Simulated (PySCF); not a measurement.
**Finite-field polarisability of Xe (xenon, neutral)**

[Xe], closed-shell 1S. All numbers are calculated (PySCF 2.14, a scalar-relativistic core potential, in aug-cc-pVQZ-PP with ECP28MDF (7s7p5d3f2g, 92 functions)). Frozen: 4s2 4p6 4d10. Energy changes in a uniform field (μhartree):

| axis | F (au) | HF | MP2 | CCSD | CCSD(T) |
| --- | --- | --- | --- | --- | --- |
| x | 0.0027 | -97.530 | -100.114 | -99.312 | -100.002 |
| x | 0.0054 | -390.252 | -400.606 | -397.393 | -400.160 |

Derive α along x at CCSD(T) from the two fields.

With ΔE = −αF²/2 − γF⁴/24, α = −(16 ΔE(F) − ΔE(2F))/(6F²) = 27.43 bohr³.

And the mean polarisability at each level?

HF 26.75, MP2 27.46, CCSD 27.24, CCSD(T) 27.43 bohr³. Reference: 27.32 ± 0.2 bohr³ (recommended; Schwerdtfeger and Nagle, table of static dipole polarizabilities (2023 update)).
